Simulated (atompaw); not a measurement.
## N (Z = 7): one change to a PAW (atompaw) potential, before and after

nitrogen (N), PAW, made with atompaw 4.2.0.5 (LDA (PW92), scalar-relativistic). Core [He], reference 2s2 2p3. Waves: 2s (bound): rc 0.70 bohr; 2s channel at 1.65 Ry: rc 0.70 bohr; 2p (bound): rc 1.60 bohr; 2p channel at 2.15 Ry: rc 1.60 bohr. Local part: ultrasoft scheme with l = 2 at -0.5 Ry, radius 1.40 bohr. Core correction: smooth core density matched at 0.80 bohr. Augmentation charge: gaussian compensation charge, radius 1.55 bohr; PAW radius 1.60 bohr; waves and projectors: custom polynom gramschmidtortho.

Change: all radii scaled by about 1.09 (s 0.76, p 1.74 bohr); local potential ultrasoft scheme with l = 2 at -0.5 Ry, radius 1.52 bohr; augmentation gaussian compensation charge, radius 1.70 bohr; PAW radius 1.74 bohr; waves and projectors: custom polynom gramschmidtortho; core correction smooth core density matched at 0.88 bohr.

Cutoffs: the cutoffs (Ry, on a coarse ladder) from which the occupation-weighted sum of valence levels, in a spherical-Bessel basis at the reference potential, stays within 10 and 1 mRy of its value at 400 Ry; they do not see the model core or the augmentation charge, which bear on the density cutoff.

Question: What does the change do?

Answer: The potential gets softer (90 Ry and 120 Ry → 80 Ry and 100 Ry); neither file shows a bound ghost. A larger radius leaves more room for a smooth pseudo-wave, so fewer plane waves are needed.

```tsv
quantity	base	changed
cutoff, loose	90 Ry	80 Ry
cutoff, tight	120 Ry	100 Ry
loose cutoff by channel (10 mRy a level)	s 80 Ry, p 21 Ry	s 70 Ry, p 18 Ry
bound ghosts	none	none
lowest overlap eigenvalue by channel	s 0.99, p 0.95	s 0.99, p 0.94
```

 The cutoffs see the waves, projectors and local potential, not the compensation charge or the core.
